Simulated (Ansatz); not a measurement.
The same path of a periodic cell of 33 atoms, Al$_{32}$H (host Al, host structure fcc, interstitial H) was run twice with different band settings.

Method: DFT PBE, scalar-relativistic, plane waves, PAW in Ansatz. Settings: PAW set soft_1, cutoff 420 eV, k mesh 3x3x3, gaussian smearing 0.05 eV, no spin polarisation.

Relaxed end points:

```xyz
33
Lattice="8.1000 0.0000 0.0000 0.0000 8.1000 0.0000 0.0000 0.0000 8.1000" Properties=species:S:1:pos:R:3
Al 4.041 0.005 0.004
Al 6.081 2.023 0.004
Al 6.081 0.006 2.022
Al -0.075 -0.072 -0.073
Al 2.097 2.100 -0.073
Al 4.066 4.069 -0.004
Al 6.056 6.059 -0.004
Al 2.096 -0.071 2.098
Al 4.040 2.024 2.022
Al 6.056 4.070 2.030
Al 4.066 -0.002 4.068
Al 6.056 2.031 4.068
Al 6.056 -0.003 6.058
Al 0.002 4.044 0.004
Al 2.020 6.084 0.004
Al -0.076 2.102 2.100
Al 2.020 4.045 2.022
Al 4.066 6.060 2.030
Al 0.002 0.006 4.043
Al 2.020 2.024 4.043
Al 4.045 4.049 4.047
Al 6.076 6.080 4.047
Al 2.020 0.005 6.083
Al 4.066 2.031 6.058
Al 6.077 4.049 6.079
Al 0.002 6.085 2.022
Al -0.006 4.070 4.068
Al 2.028 6.060 4.068
Al 0.002 2.024 6.084
Al 2.028 4.069 6.058
Al 4.045 6.080 6.079
Al -0.006 6.059 6.058
H 1.009 1.017 1.014
```

```xyz
33
Lattice="8.1000 0.0000 0.0000 0.0000 8.1000 0.0000 0.0000 0.0000 8.1000" Properties=species:S:1:pos:R:3
Al 4.066 -0.004 -0.017
Al 6.056 2.030 -0.017
Al 6.081 0.004 2.029
Al 0.002 0.004 0.008
Al 2.020 2.022 0.008
Al 4.045 4.048 0.004
Al 6.077 6.079 0.004
Al 2.097 -0.072 1.953
Al 4.041 2.022 2.029
Al 6.056 4.068 2.021
Al 4.041 0.004 4.047
Al 6.081 2.022 4.047
Al 6.056 -0.004 6.093
Al -0.006 4.068 -0.017
Al 2.028 6.058 -0.016
Al -0.075 2.100 1.952
Al 2.020 4.043 2.029
Al 4.066 6.058 2.021
Al -0.075 -0.074 4.125
Al 2.098 2.099 4.124
Al 4.066 4.068 4.055
Al 6.056 6.058 4.055
Al 2.020 0.004 6.069
Al 4.066 2.030 6.093
Al 6.077 4.047 6.072
Al 0.002 6.083 2.029
Al 0.002 4.043 4.047
Al 2.020 6.083 4.047
Al 0.002 2.022 6.068
Al 2.028 4.068 6.093
Al 4.045 6.079 6.073
Al -0.006 6.058 6.093
H 1.010 1.014 3.039
```

Common settings: climbing image yes; end points relaxed.

| run | movable images | spring | optimiser | start path | force threshold | iteration limit | largest step |
| --- | --- | --- | --- | --- | --- | --- | --- |
| 1 | 5 | 2.0 eV/Å² | quadratic models (default) | IDPP | 0.03 eV/Å | 38 | default |
| 2 | 3 | 5.0 eV/Å² | fire | default | 0.05 eV/Å | 50 | 0.5 Å |

Question: What does each run give, and how far can it be trusted?

Answer: Run 1: converged after 10 iterations, highest image 0.178 eV above the first end. The profile has 2 maxima (images 2, 4) with wells between them (image 3): this band takes more than one step, which may be the mechanism or a detour left from its start path. By the program's own check the climbing image is of a kind that is not told: the force calls were inconclusive, a negative curvature could not be distinguished from the path's own, the only one lies far off the path, or fixed occupations may fill a level only in part (lowest curvatures found: -0.83 and 1.18 eV/Å²).
Run 2: converged after 20 iterations, highest image 0.351 eV above the first end. The order of the stationary point at the top wasn't checked. Another band between the same ends, with other settings, climbed to 0.178 eV only, so this may not be the lowest route.
Limits of this set-up: coarse k mesh, odd electron count without spin, a small cell, in which the defect meets its images.
